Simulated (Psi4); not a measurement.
Relaxed torsion scan: C3H5NS, SMILES CSCC#N. Scanned: dihedral C1–S2–C3–C4; all other coordinates were relaxed at B3LYP-D3(BJ)/def2-SVP. Points at φ and −φ are mirror images. Heavy atoms are numbered in the order of the SMILES CSCC#N, hydrogens after them in the order of the atoms that carry them; the mirror image has the same energies with the sign of each dihedral reversed.

- PBE/def2-TZVP // B3LYP-D3(BJ)/def2-SVP (Psi4)
- PBE-D3(BJ)/def2-TZVP // B3LYP-D3(BJ)/def2-SVP (Psi4)
- B3LYP-D3(BJ)/def2-TZVP // B3LYP-D3(BJ)/def2-SVP (Psi4)
- MP2/cc-pVTZ = DF-MP2 (frozen core)/cc-pVTZ // B3LYP-D3(BJ)/def2-SVP in Psi4

Energies relative to the lowest point of each profile, in kcal/mol; the last columns give the difference from MP2:

```
φ / °  PBE/def2-TZVP  PBE-D3(BJ)/def2-TZVP  B3LYP-D3(BJ)/def2-TZVP  MP2/cc-pVTZ  PBE/def2-TZVP − MP2/cc-pVTZ  PBE-D3(BJ)/def2-TZVP − MP2/cc-pVTZ  B3LYP-D3(BJ)/def2-TZVP − MP2/cc-pVTZ
-----  -------------  --------------------  ----------------------  -----------  ---------------------------  ----------------------------------  ------------------------------------
-150             2.4                   2.7                     2.7          2.8                         -0.4                                -0.1                                  -0.1
-120             2.7                   3.0                     3.0          3.3                         -0.6                                -0.3                                  -0.3
-90              1.1                   1.3                     1.3          1.5                         -0.4                                -0.2                                  -0.2
-60              0.0                   0.0                     0.0          0.0                          0.0                                 0.0                                   0.0
-30              1.4                   1.4                     1.4          1.5                         -0.1                                -0.1                                  -0.1
0                2.8                   2.7                     2.8          3.0                         -0.2                                -0.3                                  -0.2
30               1.4                   1.4                     1.4          1.5                         -0.1                                -0.1                                  -0.1
60               0.0                   0.0                     0.0          0.0                          0.0                                 0.0                                   0.0
90               1.1                   1.3                     1.3          1.5                         -0.4                                -0.2                                  -0.2
120              2.7                   3.0                     3.0          3.3                         -0.6                                -0.3                                  -0.3
150              2.4                   2.7                     2.7          2.8                         -0.4                                -0.1                                  -0.1
180              1.8                   2.1                     2.0          2.0                         -0.2                                 0.1                                   0.0
```

PBE/def2-TZVP is furthest from MP2/cc-pVTZ at -120 (-0.6 kcal/mol, below); its mean absolute difference over the points is 0.3 kcal/mol.

PBE-D3(BJ)/def2-TZVP is furthest from MP2/cc-pVTZ at -120 (-0.3 kcal/mol, below); its mean absolute difference over the points is 0.2 kcal/mol.

B3LYP-D3(BJ)/def2-TZVP is furthest from MP2/cc-pVTZ at -120 (-0.3 kcal/mol, below); its mean absolute difference over the points is 0.1 kcal/mol.
